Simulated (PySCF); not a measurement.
Zn(SH) (HSZn), SMILES [SH][Zn+], charge +1. Heavy atoms are numbered as in [Zn+:1][SH:2]. Hydrogens are named by the atom that carries them.

Coordinates come from a B3LYP-D3(BJ)/def2-TZVP optimisation. The spin state was assumed, not searched. The isomer is the one that the SMILES or the coordinates give; other isomers of the formula were not compared.

Level of theory: PBE/pcSseg-2 run with PySCF.

GIAO shieldings, no solvent; atoms alike by connectivity are averaged. δ = σ(ref) − σ: ³³S against H2S (σ = 705.0 ppm); ¹H against TMS (σ = 31.47 ppm), references at their B3LYP-D3(BJ)/def2-TZVP geometries, non-relativistic.

Estimate the chemical shifts. (An estimate is asked for; the answer gives what the named calculation found.)


```json
[
 {"nucleus": "³³S", "atoms": "S2 (SH)", "count": "1", "δ (ppm)": "633.2"},
 {"nucleus": "¹H", "atoms": "H on S2", "count": "1", "δ (ppm)": "8.39"}
]
```
